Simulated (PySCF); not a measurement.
Vertical excitations of a molecule C4H4O3 from TDDFT-CAM-B3LYP/def2-SVPD in PySCF 2.14.0, as energy in eV (oscillator strength): 5.21 (0.000), 5.45 (0.253), 6.92 (0.032), 7.14 (0.112), 7.70 (0.001), 7.86 (0.001), 8.20 (0.002), 8.25 (0.000), 8.36 (0.012), 8.41 (0.015). Lowest triplet (TDA): 3.31 eV. Geometry: TPSSh-D3(BJ)/def2-SVP. One conformer was computed; it need not be the lowest.

Problem. Pick the molecule that these values belong to.
(A) O=CC1OC=CO1
(B) C=C1OCOC1=O
(C) C=C1COC(=O)O1
(D) C=CC1OC(=O)O1

Solution. B, C=C1OCOC1=O
